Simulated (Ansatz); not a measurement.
Correlation energies of `[OH][W]([F])([F])(=[S])[Cl]` by basis set

```xyz
7

O    -0.388   -0.609   -1.356
W     0.033    0.206    0.257
F     0.186    1.776   -0.826
F    -1.210    1.241    1.141
S    -0.253   -1.506    1.505
Cl    2.241    0.438    0.640
H    -0.610   -1.545   -1.361
```

Total charge 0; spin multiplicity 1. Correlated methods include outer-core shells of W, which these sets cover unevenly. W: def2 effective core potential. The geometry is a stationary point of PBE0-D4/def2-TZVP. It is one conformer, not always the lowest. Frozen core, restricted reference, Ansatz.

```json
{"basis": "def2-SVP", "HF (Eh)": "-1197.37692", "MP2 corr.": "-1.22553"}
{"basis": "def2-TZVPP", "HF (Eh)": "-1198.06427", "MP2 corr.": "-1.63191"}
{"basis": "def2-QZVPP", "HF (Eh)": "-1198.10232", "MP2 corr.": "-1.79384"}
```

Estimate the CCSD correlation energy and the (T) correction in each basis where they were run (hartree).


```json
{"basis": "def2-SVP", "CCSD corr.": "-1.18995", "(T)": "-0.05167"}
{"basis": "def2-TZVPP", "CCSD corr.": "-1.59162", "(T)": "-0.08581"}
```
